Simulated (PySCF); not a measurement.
B2Cl4, charge -1, doublet, geometry from GFN2-xTB (a state made from the parent by changing its charge; the spin is typed, not shown lowest) (in this run its highest filled SCF level lies above zero, so its values depend strongly on the basis, on diffuse functions most of all); PySCF with B3LYP/STO-3G.

The PySCF input:
```python
from pyscf import gto, scf, dft

mol = gto.M(
    atom='''
Cl   -1.642920   -1.653476   -0.117481
B    -0.778885   -0.075098   -0.063347
Cl   -1.924122    1.309551   -0.172628
B     0.778885    0.075098    0.063347
Cl    1.924122   -1.309551    0.172628
Cl    1.642920    1.653476    0.117481
''',
    basis='sto-3g',
    charge=-1,
    spin=1,
    verbose=4,
)

mf = dft.UKS(mol)
mf.xc = 'b3lyp'
mf.diis_space = 12
mf.kernel()
mf.analyze()
```

What the program printed (banner, timings and long lists left out):

```
PySCF version 2.14.0

[INPUT] verbose = 4
[INPUT] num. atoms = 6
[INPUT] num. electrons = 79
[INPUT] charge = -1
[INPUT] spin (= nelec alpha-beta = 2S) = 1
[INPUT] symmetry False subgroup None
[INPUT] Mole.unit = angstrom
[INPUT] Symbol           X                Y                Z      unit          X                Y                Z       unit  Magmom
[...]
nuclear repulsion = 422.075290706126
number of shells = 26
number of NR pGTOs = 138
number of NR cGTOs = 46
basis = sto-3g
ecp = {}

******** <class 'pyscf.dft.uks.UKS'> ********
method = UKS
initial guess = minao
damping factor = 0
level_shift factor = 0
DIIS = <class 'pyscf.scf.diis.CDIIS'>
diis_start_cycle = 1
diis_space = 12
diis_damp = 0
SCF conv_tol = 1e-09
SCF conv_tol_grad = None
SCF max_cycles = 50
direct_scf = True
direct_scf_tol = 1e-13
number electrons alpha = 40  beta = 39
XC library pyscf.dft.libxc version 7.1.2
    S. Lehtola, C. Steigemann, M. J. T. Oliveira, and M. A. L. Marques,  SoftwareX 7, 1–5 (2018)
XC functionals = b3lyp
    P. J. Stephens, F. J. Devlin, C. F. Chabalowski, and M. J. Frisch,  J. Phys. Chem. 98, 11623 (1994)
radial grids:
    Treutler-Ahlrichs [JCP 102, 346 (1995); DOI:10.1063/1.469408] (M4) radial grids

becke partition: Becke, JCP 88, 2547 (1988); DOI:10.1063/1.454033
pruning grids: <function nwchem_prune>
grids dens level: 3
symmetrized grids: False
atomic radii adjust function: <function treutler_atomic_radii_adjust>
small_rho_cutoff = 0
Set gradient conv threshold to 3.16228e-05
tot grids = 103616
init E= -1869.35826881354

cycle= 1 E= -1869.93431240442  delta_E= -0.576  |g|= 0.207  |ddm|= 2.47
cycle= 2 E= -1869.92649922681  delta_E= 0.00781  |g|= 0.239  |ddm|= 0.767
cycle= 3 E= -1869.97151190149  delta_E= -0.045  |g|= 0.00404  |ddm|= 0.402
cycle= 4 E= -1869.97153549071  delta_E= -2.36e-05  |g|= 0.000738  |ddm|= 0.0116
cycle= 5 E= -1869.97153663202  delta_E= -1.14e-06  |g|= 9e-05  |ddm|= 0.00304
cycle= 6 E= -1869.9715366495  delta_E= -1.75e-08  |g|= 7.34e-06  |ddm|= 0.000422
cycle= 7 E= -1869.97153664959  delta_E= -8.96e-11  |g|= 6.56e-07  |ddm|= 2.75e-05
Extra cycle  E= -1869.97153664959  delta_E= -2.27e-12  |g|= 3.06e-07  |ddm|= 2.44e-06
converged SCF energy = -1869.97153664959  <S^2> = 0.75190177  2S+1 = 2.0019009
**** SCF Summaries ****
Total Energy =                       -1869.971536649589552
Nuclear Repulsion Energy =             422.075290706125770
One-electron Energy =                -3444.100093426221974
Two-electron Energy =                 1152.053266070506652
Two-electron Coulomb Energy =         1273.477945226237807
DFT Exchange-Correlation Energy =     -121.424679155731212
**** MO energy ****
                             alpha | beta                alpha | beta
[...]
To work with the spin densities directly, `use mulliken_meta_spin()` only printing them here.

 ** Mulliken spin pop alpha/beta on meta-lowdin orthogonal AOs **
 ** Mulliken Spin Density (per AO)  **
spin_pop of  0 Cl 1s        0.00000
spin_pop of  0 Cl 2s        0.00000
spin_pop of  0 Cl 3s        0.00036
spin_pop of  0 Cl 2px      -0.00000
spin_pop of  0 Cl 2py      -0.00000
spin_pop of  0 Cl 2pz       0.00002
spin_pop of  0 Cl 3px      -0.00252
spin_pop of  0 Cl 3py      -0.00866
spin_pop of  0 Cl 3pz       0.04471
spin_pop of  1 B 1s       -0.00001
spin_pop of  1 B 2s        0.01639
spin_pop of  1 B 2px       0.00132
spin_pop of  1 B 2py       0.00740
spin_pop of  1 B 2pz       0.40708
spin_pop of  2 Cl 1s        0.00000
spin_pop of  2 Cl 2s        0.00000
spin_pop of  2 Cl 3s        0.00036
spin_pop of  2 Cl 2px      -0.00000
spin_pop of  2 Cl 2py      -0.00000
spin_pop of  2 Cl 2pz       0.00002
spin_pop of  2 Cl 3px      -0.00437
spin_pop of  2 Cl 3py      -0.00677
spin_pop of  2 Cl 3pz       0.04468
spin_pop of  3 B 1s       -0.00001
spin_pop of  3 B 2s        0.01639
spin_pop of  3 B 2px       0.00132
spin_pop of  3 B 2py       0.00740
spin_pop of  3 B 2pz       0.40708
spin_pop of  4 Cl 1s        0.00000
spin_pop of  4 Cl 2s        0.00000
spin_pop of  4 Cl 3s        0.00036
spin_pop of  4 Cl 2px      -0.00000
spin_pop of  4 Cl 2py      -0.00000
spin_pop of  4 Cl 2pz       0.00002
spin_pop of  4 Cl 3px      -0.00437
spin_pop of  4 Cl 3py      -0.00677
spin_pop of  4 Cl 3pz       0.04468
spin_pop of  5 Cl 1s        0.00000
spin_pop of  5 Cl 2s        0.00000
spin_pop of  5 Cl 3s        0.00036
spin_pop of  5 Cl 2px      -0.00000
spin_pop of  5 Cl 2py      -0.00000
spin_pop of  5 Cl 2pz       0.00002
spin_pop of  5 Cl 3px      -0.00252
spin_pop of  5 Cl 3py      -0.00866
spin_pop of  5 Cl 3pz       0.04471
 ** Mulliken Spin Density (per atom)  **
spin density of  0 Cl =      0.03391
spin density of  1 B =      0.43218
spin density of  2 Cl =      0.03391
spin density of  3 B =      0.43218
spin density of  4 Cl =      0.03391
spin density of  5 Cl =      0.03391
 ** Mulliken pop alpha/beta on meta-lowdin orthogonal AOs **
 ** Mulliken pop       alpha | beta **
In total            40.00000 | 39.00000
 ** Mulliken atomic charges   ( Nelec_alpha | Nelec_beta ) **
charge of  0Cl =     -0.21938  (     8.62665      8.59274 )
charge of  1B =     -0.06123  (     2.74671      2.31453 )
charge of  2Cl =     -0.21938  (     8.62665      8.59274 )
charge of  3B =     -0.06123  (     2.74671      2.31453 )
charge of  4Cl =     -0.21938  (     8.62665      8.59274 )
charge of  5Cl =     -0.21938  (     8.62665      8.59274 )

WARN: System has nonzero charge -1; the dipole moment is origin-dependent.
Location of origin: [0. 0. 0.]

Dipole moment(X, Y, Z, Debye): -0.00000, -0.00000, -0.00000
```
